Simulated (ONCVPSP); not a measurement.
W (Z = 74): excitation energies, all-electron against ONCV

| Quantity | Value |
| --- | --- |
| Element | W |
| Generator | ONCVPSP 4.0.1 |
| Type | optimised norm-conserving Vanderbilt (ONCV) |
| Functional | LDA (Perdew-Wang 92) |
| Relativity | scalar-relativistic |
| Frozen core | [Xe] |
| Valence charge | 20 |
| Reference configuration | 4f14 5d4 6s2 |
| Partial waves | 6s: rc 2.50 bohr, ncon 4, nbas 7, qcut 2.3 1/bohr, 2 projectors, debl 3.4 Ha; p scattering state at 0.16 Ha: rc 2.60 bohr, ncon 5, nbas 9, qcut 2.8 1/bohr, 3 projectors, debl 1.6 Ha; 5d: rc 2.85 bohr, ncon 4, nbas 9, qcut 5.4 1/bohr, 2 projectors, debl 0.5 Ha; 4f: rc 0.80 bohr, ncon 4, nbas 8, qcut 22.7 1/bohr, local |
| Local potential | the f channel |
| Core correction | Teter function, fcfact 4, rcfact 1.1 |

In the p channel the program set the typed energies aside and used 0.050, 1.650, 3.250 Ha.

Energies are relative to the spin-unpolarised reference configuration 4f14 5d4 6s2; without spin polarisation the order of configurations can differ from experiment.

```csv
valence configuration,charge,ΔE all-electron (eV),error AE − PS (meV)
4f14 5d4 6s1,+1,9.125,+1.1
4f14 5d3 6s0,+3,50.849,+83
4f14 5d5 6s1,0,1.543,-11
```

Question: What are ΔE and the potential's error for 4f14 5d4 6s0?

Answer: ΔE = 25.144 eV all-electron; the error (AE − PS) is +21 meV.

Levels in the configuration 4f14 5d3 6s0:

```
level  all-electron (eV)  pseudo (eV)
   4f            -62.658      -62.630
   5d            -31.437      -31.352
```

Note: ghosts flagged at negative energy: s at -1380.1 eV, s at -336.4 eV, p at -583.5 eV, p at -42.9 eV, d at -346.4 eV; GHOST(+) flagged for s at 98.6 eV, p at 271.0 eV. A true bound ghost makes a file unfit for plane-wave use.
